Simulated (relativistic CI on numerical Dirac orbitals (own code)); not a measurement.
# Hyperfine structure of Nb XXVI, mass number 93

Computed by Dirac-Coulomb-Breit CI, KLI orbitals optimised for each configuration, a model potential for QED, unscaled Slater integrals (own radial code, finite nucleus).

Configuration list (outside the closed core [Ne]): 3s²3p⁴, 3s3p⁵, 3s²3p³3d, 3p⁶, 3s3p⁴3d, 3p⁵3d, 3s3p³3d², 3s²3p²3d4p, 3p⁵4s, 3s²3p³4s, 3s3p³3d4s, 3p⁵4p, 3s²3p³4p, 3s²3p²3d², 3s²3p3d³, 3s3p²3d³, 3s²3p3d²4s, 3s²3p3d²4p, 3p⁴3d², 3p³3d³, 3p³3d²4s, 3p³3d²4p. Double excitations out of closed p, d and f shells are left out; levels of such configurations are missing from the list, as are those of other unlisted configurations, and high levels can miss mixing partners.

Nuclear spin I = 9/2, μ = 6.163 μN, Q = -0.32 b (tables of Stone and Pyykkö). The electronic factors are computed for point nuclear moments, without core polarisation or the Bohr-Weisskopf and QED corrections.

```tsv
Level	E (cm⁻¹)	A (GHz)	B (GHz)
3s²3p⁴ ³P2	0	34.15	-6.12
3s²3p⁴ ³P1	154495	-5.585	7.56
3s²3p⁴ ¹D2	197932	77.56	21.3
3s3p⁵ ³P°2	725068	151.9	13.2
3s²3p³3d ⁵D°1	888644	14.41	2.58
3s²3p³3d ⁵D°4	894857	11.94	-5.6
```

Levels with J = 0, under 50 % of one LS term, or S terms without an open s electron are left out. Small factors come from cancelling terms and can be off by tens of per cent or more.

At this charge energies of transitions that change n are usually good to better than 1 %, and those within a shell (Δn = 0) to a few per cent.

Problem. Give the hyperfine levels of 3s²3p⁴ ³P2 relative to its centre of gravity.

Solution. With K = F(F + 1) − I(I + 1) − J(J + 1), E = AK/2 + B[¾K(K + 1) − I(I + 1)J(J + 1)]/[2I(2I − 1)J(2J − 1)]: F = 5/2: -378.5, F = 7/2: -256.3, F = 9/2: -100.7, F = 11/2: 87.17, F = 13/2: 305.9 GHz.

LS names give the leading component of a level, which can be under half, so a name can repeat, a term be missing and a line seem to break the LS rules.
